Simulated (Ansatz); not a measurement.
One change: `N=[C](O)[GeH2][OH]` becomes `N=C(O)CBr`.

Ansatz, PBE0-D4/def2-TZVP geometries, multiplicity 1. Each molecule was computed in one conformer, which needn't be the lowest.

Scalar relativity is left out up to krypton.

```csv
property,`N=[C](O)[GeH2][OH]`
LUMO energy (B3LYP/def2-TZVPP) / eV,-0.94
HOMO energy (ωB97M-V/def2-TZVPP) / eV,-10.06
HOMO energy (B3LYP/def2-TZVPP) / eV,-7.54
HOMO energy (PBE/def2-TZVPP) / eV,-6.32
size of the dipole moment (PBE/def2-TZVPP) / D,1.03
HOMO–LUMO gap (PBE0/def2-TZVPP) / eV,7.07
```

(1) What does the change do to each property? (Best estimate.)

## Answers

(1) Computed: 
| property | `N=C(O)CBr` | shift |
| --- | --- | --- |
| LUMO energy (B3LYP/def2-TZVPP) / eV | -0.58 | 0.36 |
| HOMO energy (ωB97M-V/def2-TZVPP) / eV | -10.62 | -0.56 |
| HOMO energy (B3LYP/def2-TZVPP) / eV | -8.05 | -0.51 |
| HOMO energy (PBE/def2-TZVPP) / eV | -6.76 | -0.44 |
| size of the dipole moment (PBE/def2-TZVPP) / D | 1.37 | 0.34 |
| HOMO–LUMO gap (PBE0/def2-TZVPP) / eV | 8.02 | 0.95 |

With PBE0 the HOMO falls by 0.56 eV and the LUMO rises by 0.40 eV, so the gap widens by about 0.96 eV. PBE moves the HOMO by -0.44 eV and ωB97M-V by -0.56 eV. Dipoles are sizes alone; their direction can turn.

B3LYP here is the variant with VWN-RPA as its local correlation; programs differ in this.

Spin–orbit coupling is left out; it splits and shifts lone-pair levels of the heavy atoms by tenths of an eV.
